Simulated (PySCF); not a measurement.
Structure from NMR data

The spectra below were simulated for a compound C5H9OPSi.

$^{1}$H NMR (500 MHz, computed): δ 6.66 (m, 1H), 5.76 (m, 1H), 4.86 (m, 1H), 4.53 (m, 1H), 2.09 (s, 3H), 1.12 (m, 2H).

$^{13}$C{$^{1}$H} NMR (computed): δ 152.3 (CH), 116.2 (C), 100.8 (CH2), 85.2 (C), 5.9 (CH3).

Calculated, not measured (PySCF): geometry: GFN2-xTB, PBE0/pcSseg-1 with gauge-including orbitals. Relativity neglected, one conformer, fast rotation and ring inversion assumed for equivalent nuclei, in vacuum.

Shifts are taken against calculated references (same method and geometry level): TMS for $^{1}$H (σ = 31.72 ppm), $^{13}$C (σ = 186.93 ppm).

What is the structure?

Answers


1. 5 carbon signals for 5 carbons: no two carbons are equivalent.
2. Carbon types of the structure: 2 × C, 1 × CH, 1 × CH2, 1 × CH3, leaving 3 H on heteroatoms.
3. δC 152.3: alkene carbon bearing oxygen; an sp2 carbon further deshielded by the attached heteroatom.
4. δC 116.2, 85.2: alkyne carbon.
5. δC 100.8: β carbon of an enol-ether or enamine type C=C; the O or N lone pair pushes π density onto this β carbon and shields it.
6. δC 5.9: propargylic methyl carbon; aliphatic region, no heteroatom directly attached.
7. δH 6.66: hydrogen on an alkene carbon bearing oxygen; attached to an sp2 carbon and in the plane of the double bond.
8. δH 4.86, 4.53: hydrogen on a β carbon of an enol-ether or enamine type C=C; lone-pair donation from O or N shields it, upfield of ordinary alkene protons.
9. δH 1.12: hydrogen on a phosphorus bonded to Si.

These data were computed for `C=CO[Si@@H](P)C#CC`.

This is the structure that produced the data.

Splittings by $^{31}$P in the carbon and heteronuclear signals aren't shown, as no couplings were computed. Shifts are as computed. Against solution values, carbons near 30 ppm lie about +3 ppm off and those near 130 ppm about +5 ppm. Of 1309 compounds with measured shifts, 239 miss one by over three times the rms of a fit or turn the order of signals round; such compounds aren't used in these exercises. No couplings were computed; multiplicities are counted from neighbouring protons, with m where these are inequivalent, close in shift, in a saturated or five-membered ring or joined by F or P, and br s for small geminal =CH2 splittings.
